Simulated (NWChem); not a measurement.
Species: C4H5 cation

```xyz
9

C     -0.1973    -1.8597     0.0000
C      0.1602    -0.6214     0.0000
C      0.5603     0.7001     0.0000
C     -0.3931     1.7001     0.0000
H     -0.3567    -2.4162    -0.9486
H     -0.3567    -2.4162     0.9486
H      1.6410     0.9354     0.0000
H     -1.4716     1.4647     0.0000
H     -0.0938     2.7631     0.0000
```
Atoms are numbered in this order, from 1.

Level: PBE-D3(BJ)/def2-SVP (NWChem), optimised geometry, unscaled harmonic frequencies. 

```tsv
frequency (cm⁻¹)	IR intensity (km/mol)
204	4.8
222	9.0
350	1.8
528	7.3
545	0.3
805	68.4
831	10.2
897	7.6
950	33.9
1067	10.1
1072	12.2
1219	52.2
1248	26.3
1375	51.5
1542	82.8
1948	319.6
3015	265.6
3077	10.4
3092	117.6
3094	18.7
3195	20.4
```

```
Property                                                                           Result
-----------------------------------------------------------------------  ----------------
zero-point energy                                                           43.3 kcal/mol
thermal correction to the enthalpy at 298.15 K (with zero-point energy)     47.0 kcal/mol
heat capacity Cv                                                         16.9 cal/(mol K)
entropy at 298.15 K and 1 atm (symmetry number 1)                        68.6 cal/(mol K)
```

Rigid rotor and harmonic oscillator.
